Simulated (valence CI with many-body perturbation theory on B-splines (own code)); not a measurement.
## Sm¹²⁺: one-electron terms

Level of theory: relativistic CI+MBPT: four valence electrons over a frozen Dirac-Fock core [Kr] 4d10, radial functions for each j: 8 s, 8 p, 9 d, 9 f, 6 g, 3 h, 2 i, with the one-electron correlation potential Σ1, the two-electron term Σ2, the three-electron term Σ3, Breit, model QED; selected CI, second order for the rest, scaled by the run's own slope (own B-spline code, finite nucleus).

No measured levels were compared; by estimate terms of the open shell hold to a few per cent of their energy, and close levels can change places; configurations with another count of f electrons can be misplaced by thousands of cm⁻¹. Core correlation moves these levels by up to 34000 cm⁻¹, and in measured spectra 5 to 20 % of such shifts remained as error; rates that hang on mixing are uncertain with them.

These are the spectroscopic orbitals of the CI (the correlating ones are not listed), shaped by the core and the other valence electrons. h is the expectation value of the core's Dirac-Fock operator, without the valence repulsion; Σ1 is computed up to l = 3 at one energy for each symmetry, that of its lowest orbital but kept below the first core excitation, so for empty shells it is not the orbital's own correlation shift; Breit and QED include the response of the core.

| Orbital | h (hartree) | Σ1 (cm⁻¹) | Breit (cm⁻¹) | QED (cm⁻¹) | ⟨r⟩ (bohr) |
| --- | --- | --- | --- | --- | --- |
| 5s1/2 | -10.868 | -17498 | 943 | 870 | 1.197 |
| 6s1/2 | -6.3971 | -5246 | 425 | 384 | 2.048 |
| 7s1/2 | -4.2229 | -2307 | 213 | 193 | 3.153 |
| 5p1/2 | -9.9312 | -16589 | 1522 | -20.4 | 1.249 |
| 6p1/2 | -5.9283 | -4806 | 622 | -8.6 | 2.178 |
| 7p1/2 | -3.9703 | -2261 | 334 | -4.6 | 3.313 |
| 5p3/2 | -9.6378 | -15409 | 868 | 62.5 | 1.291 |
| 6p3/2 | -5.7939 | -4599 | 360 | 25.5 | 2.231 |
| 7p3/2 | -3.8969 | -2191 | 209 | 13.8 | 3.378 |
| 5d3/2 | -8.0916 | -12151 | 393 | -50.1 | 1.452 |
| 6d3/2 | -5.05 | -4353 | 189 | -23.5 | 2.469 |
| 7d3/2 | -3.4765 | -2201 | 107 | -13.2 | 3.705 |
| 5d5/2 | -8.0354 | -11716 | 191 | -25.4 | 1.465 |
| 6d5/2 | -5.023 | -4233 | 92.9 | -11.9 | 2.484 |
| 7d5/2 | -3.4611 | -2148 | 54.1 | -6.7 | 3.722 |
| 4f5/2 | -11.103 | -25367 | -466 | -148 | 0.7278 |
| 5f5/2 | -6.2653 | -7359 | -66.0 | -36.1 | 1.736 |
| 4f7/2 | -11.073 | -24948 | -850 | -122 | 0.7318 |
| 5f7/2 | -6.2547 | -7323 | -164 | -28.5 | 1.739 |
| 5g7/2 | -5.0805 |  | -15.7 | -1.4 | 1.989 |
| 5g9/2 | -5.0807 |  | -21.5 | -0.6 | 1.989 |

Among the shells of the start configuration 4f2 5s2, Σ1 is largest in size for 4f5/2, where it is 1.0 % of h.

Lowest root of each symmetry, sizes in configuration state functions:

| J | Parity | Roots | Reference | Variational | Second order | Change by selected CI (cm⁻¹) | Change by second order (cm⁻¹) |
| --- | --- | --- | --- | --- | --- | --- | --- |
| 0 | even | 2 | 29 | 10191 | 225814 | -12005 | -21 |
| 1 | even | 1 | 51 | 15530 | 545899 | -11946 | -43 |
| 2 | even | 4 | 91 | 37072 | 1094849 | -10425 | -36 |
| 3 | even | 4 | 86 | 39141 | 1364234 | -10393 | -66 |
| 4 | even | 4 | 96 | 36640 | 1521262 | -9920 | -50 |
| 5 | even | 1 | 72 | 20572 | 1024427 | -9943 | -54 |
| 6 | even | 2 | 60 | 25028 | 1087657 | -10008 | -38 |
| 0 | odd | 2 | 11 | 11463 | 150942 | -9351 | -22 |
| 1 | odd | 7 | 33 | 33848 | 483821 | -6869 | -17 |
| 2 | odd | 9 | 49 | 32585 | 717865 | -6826 | -51 |
| 3 | odd | 8 | 54 | 31285 | 942458 | -6769 | -84 |
| 4 | odd | 10 | 50 | 31496 | 1102632 | -5701 | -92 |
| 5 | odd | 10 | 39 | 31766 | 1100567 | -5728 | -86 |
| 6 | odd | 7 | 24 | 31124 | 975654 | -5749 | -58 |
| 7 | odd | 7 | 13 | 32994 | 870853 | -5757 | -45 |
| 8 | odd | 4 | 6 | 30023 | 531431 | -5796 | -16 |
| 9 | odd | 1 | 1 | 15022 | 334585 | -8240 | -34 |
